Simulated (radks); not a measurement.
Numerical settings for the nitrogen ion N3+, [He] 2s2. Method: non-relativistic Kohn-Sham, r2SCAN, spin-polarised, spherical densities, point nucleus; meta-GGA in the generalised Kohn-Sham scheme; computed with a radial shooting solver on a logarithmic mesh with Libxc functionals. The defaults (mesh step 0.008 in ln r, mesh end at 40 bohr or more with all orbitals vanishing there, Anderson mixing 0.5 over 9 steps, residual threshold near 1e-9 with the energy settled to 1e-9 hartree or 1e-11 of itself, here a cap of 77 iterations) give E = -51.160 hartree and 2s at -68.477 eV in 10 iterations. Run on one thread of a shared host, so times are rough (Arm Neoverse V1): 0.06 s of CPU time, 0.06 s wall, 10 iterations on 2476 mesh points. One setting is changed at a time: mesh step in ln r 0.02; mesh step in ln r 0.05; mesh step in ln r 0.003; mesh end (bohr) 3; mesh end (bohr) 8; residual threshold 0.01; residual threshold 0.1; mixing 2.5; linear mixing, mixing 1; linear mixing, mixing 0.8; mixing history 20; iteration cap 3. Which runs fail to converge, and which converge to a wrong energy?

Answer. Not converged within the cap: iteration cap 3. Settings that end as converged yet miss the energy by more than 1 mhartree: mesh end (bohr) 3 (+0.017 hartree).
